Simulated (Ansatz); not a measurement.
Molecule: 1,1-bis(methylselanyl)ethane, C$_{4}$H$_{10}$Se$_{2}$ (charge 0, singlet). SMILES: C[Se]C([Se]C)C
Geometry from a B3LYP-D3(BJ)/def2-TZVP (Ansatz, a quantum-chemistry and plane-wave program) optimisation:
```
C
H 1 1.0890
C 1 1.5176 2 111.30
H 3 1.0905 1 110.98 2 -177.35
H 3 1.0912 4 107.78 1 121.20
H 3 1.0926 4 108.66 5 117.01
Se 1 1.9691 2 107.16 3 -119.73
C 7 1.9602 1 97.60 2 -44.01
H 8 1.0868 7 109.37 1 -56.14
H 8 1.0876 9 110.77 7 -121.52
H 8 1.0878 9 110.08 10 -121.56
Se 1 1.9786 2 106.92 3 123.75
C 12 1.9666 1 97.69 2 -47.86
H 13 1.0873 12 110.86 1 -65.16
H 13 1.0881 14 110.56 5 -83.06
H 13 1.0882 14 109.35 15 -120.45
```
Charge 0, spin multiplicity 1.

Quantity: vertical ionisation energy (to the doublet state of charge +1; each state is the SCF solution reached for its spin), in eV. Correlated levels leave the core frozen unless marked. UHF or UKS for open shells. Spin-orbit coupling is left out. Frozen are the shells of the preceding noble gas and the d and f shells that filled before the atom's block. Non-relativistic. 

| level | program | vertical ionisation energy (eV) |
|---|---|---|
| HF/aug-cc-pVDZ | Ansatz | 7.18 |
| SVWN5/def2-TZVPD | Ansatz | 7.75 |
| PBE/def2-TZVPD | Ansatz | 7.57 |
| r2SCAN/def2-TZVPD | Ansatz | 7.71 |
| B3LYP/def2-TZVPD | Ansatz | 7.85 |
| PBE0/def2-TZVPD | Ansatz | 7.87 |
| BHLYP/def2-TZVPD | Ansatz | 8.03 |
| CAM-B3LYP/def2-TZVPD | Ansatz | 8.12 |
| wB97M-V/def2-TZVPD | Ansatz | 8.16 |
| wB97X-V/def2-TZVPD | Ansatz | 8.20 |
| B2PLYP/def2-TZVPD | Ansatz | 8.08 |
| MP2/aug-cc-pVDZ | Ansatz | 8.17 |
| SCS-MP2/aug-cc-pVDZ | Ansatz | 8.12 |
| CCSD/aug-cc-pVDZ | Ansatz | 8.03 |
